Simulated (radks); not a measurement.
Results of a calculation; reference values are marked as such.
Question: Coherent X-ray form factor from a spherical all-electron density. Level of theory: non-relativistic Kohn-Sham, LDA (Slater exchange, Perdew-Wang correlation), spin-unpolarised, spherical densities, point nucleus (a radial shooting solver on a logarithmic mesh with Libxc functionals).

sin(theta)/lambda (1/angstrom),f0 (electrons)
0.05,17.647
0.1,16.671
0.15,15.289
0.2,13.753
0.25,12.272
0.3,10.973
0.4,9.056
0.5,7.877
0.6,7.102
0.8,5.923
1,4.819
1.25,3.602
1.5,2.703
2,1.741

The species is in the configuration that NIST lists as its ground one. Which atom or ion scatters so?

Answer: The potassium ion K+, [Ar]. Extrapolating in s^2 from the first two rows gives f0(0) = 18.0, near the electron count 18; among species with that count, the fall with angle is slower the higher Z, and the table is that of Z = 19; from so few rows the species is fixed only to a neighbour or two.
